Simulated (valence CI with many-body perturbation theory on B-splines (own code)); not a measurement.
**Missing levels of Re XXVI**

Calculated by relativistic CI+MBPT: four valence electrons over a frozen Dirac-Fock core [Kr] 4d10, a basis of 7 s, 7 p, 7 d, 7 f, 4 g, 2 h functions for each j, with the one-electron correlation potential Σ1, the two-electron term Σ2, the three-electron term Σ3, Breit, model QED; selected CI, second order for the rest, scaled by the run's own slope (own B-spline code, finite nucleus).

No measured spectrum was set against this ion. As an estimate, terms of the open shell hold to a few per cent of their energy, and close levels can change places.

| Level | E (eV) |
| --- | --- |
| 4f4 5I_4 | 0.0000 |
| 4f4 5I_5 | ? |
| 4f4 5I_6 | 3.614 |
| 4f4 5F_2 [a] | ? |
| 4f4 5I_7 | 4.889 |
| 4f4 5F_1 | 5.343 |
| 4f4 3G_4 [a] | 5.601 |
| 4f4 5I_8 | ? |
| 4f4 5F_3 | 6.245 |
| 4f4 5G_2 | ? |
| 4f4 5S_2 | 6.837 |
| 4f4 5G_3 | ? |
| 4f4 3K_6 [a] | 7.440 |
| 4f4 5F_5 [a] | 7.917 |
| 4f4 3L_7 | 7.984 |
| 4f4 5F_4 | ? |
| 4f4 3M_8 [a] | 8.638 |
| 4f4 5G_4 | 9.594 |
| 4f4 5F_2 [b] | 9.833 |
| 4f4 3G_3 [a] | 9.932 |

Names give the largest LS component (configuration and term), which can be under half, so a name can repeat, a term be missing and a line seem to break the LS rules; names also repeat where a configuration has a term twice. Letters in brackets count levels of one name in rising energy.

Q: The levels stand in rising order. What does the calculation give for the missing energies?

A: 4f4 5I_5 1.977; 4f4 5F_2 [a] 4.455; 4f4 5I_8 5.924; 4f4 5G_2 6.683; 4f4 5G_3 7.055; 4f4 5F_4 8.254.
